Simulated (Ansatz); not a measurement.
This geometry of AlFH6N2S (11 atoms, charge 0, multiplicity 1) is a first-order saddle point.

Level of theory: RKS PBE-D4/6-31G* (Ansatz).

```xyz
11
Properties=species:S:1:pos:R:3
Al 0.612 0.085 -0.230
F 1.162 -0.876 -1.508
N 1.166 -0.253 1.457
N -1.320 -0.614 -0.168
H 0.454 1.983 -2.196
S 0.319 2.222 -0.863
H 2.039 0.131 1.817
H 0.562 -0.491 2.242
H -1.561 -1.146 0.677
H -1.472 -1.227 -0.979
H -1.961 0.186 -0.250
```

Q: Which two structures does it join? (They come from a converged band through this point; their orientation in space is the band's.)

A: No bond is made or broken.  The two ends are copies of one structure, up to a mirror image or an exchange of like atoms.

Image 0:

```xyz
11
Properties=species:S:1:pos:R:3
Al 0.555 0.080 -0.205
F 1.208 -0.910 -1.412
N 0.936 -0.175 1.554
N -1.377 -0.617 -0.262
H 0.790 2.068 -2.019
S 0.271 2.238 -0.772
H 1.280 -1.082 1.877
H 1.496 0.548 2.012
H -1.643 -0.926 0.682
H -1.527 -1.388 -0.924
H -1.990 0.164 -0.530
```

Image 6:

```xyz
11
Properties=species:S:1:pos:R:3
Al 0.555 0.076 -0.206
F 1.210 -0.914 -1.412
N 0.939 -0.176 1.552
N -1.379 -0.619 -0.263
H 0.796 2.074 -2.011
S 0.260 2.233 -0.770
H 1.488 0.555 2.011
H 1.295 -1.079 1.876
H -1.647 -0.926 0.681
H -1.530 -1.390 -0.925
H -1.988 0.165 -0.534
```

Q: How far does it lie above each of them?

A: 11.4 kJ/mol above the first and 11.4 kJ/mol above the second. This is the barrier of this one path; another mechanism may lie lower.

The run took 5.5 min on 2 threads of Intel(R) Xeon(R) Platinum 8488C (Sapphire Rapids), on a shared host, peak memory 0.16 GiB.
